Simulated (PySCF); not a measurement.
**Question.** What does the PBE0-D3(BJ)/def2-SVP structure of Sn(SiH3)Me3 (`[CH3][Sn]([CH3])([CH3])[SiH3]`) look like in three dimensions?

**Answer.** 
```
atom  x, y, z in Å
Sn1   -0.0033    0.0045   -0.1020
Si2   -0.0092   -0.0310    2.4738
H3     0.7237    1.1502    3.0320
H4     0.6503   -1.2690    2.9993
H5    -1.4067    0.0047    3.0118
C6     2.0258    0.0116   -0.8385
H7     2.0217   -0.0607   -1.9363
H8     2.5841   -0.8443   -0.4328
H9     2.5408    0.9383   -0.5479
C10   -1.0173    1.7679   -0.8255
H11   -0.9314    1.8241   -1.9208
H12   -0.5720    2.6734   -0.3894
H13   -2.0828    1.7339   -0.5570
C14   -1.0065   -1.7454   -0.8731
H15   -2.0218   -1.8224   -0.4585
H16   -0.4472   -2.6535   -0.6059
H17   -1.0768   -1.6828   -1.9690
```

Any rigid rotation of these coordinates is as good. Atoms count from 1 in this order. Sn1 (tin bonded to 3 C and Si) is tetrahedral (angles from 108.5° to 110.2°). Si2 (silicon bonded to Sn and 3 H) is tetrahedral (angles from 107.7° to 111.2°). All 3 C–Sn bonds measure 2.159 Å.

Bonds between heavy atoms (Å): Sn1–Si2 2.576, Sn1–C6 2.159, Sn1–C10 2.159, Sn1–C14 2.159.

Method: PBE0-D3(BJ)/def2-SVP geometry optimisation, gas phase, def2 core potentials past Kr (PySCF).

Point group: near C3v, missed by 0.19 Å at most; the miss may be what the optimiser left on a soft mode (C3 holds within 0.08 Å). No PBE0-D3(BJ)/def2-SVP frequencies stand behind this structure, so it isn't proved a minimum.
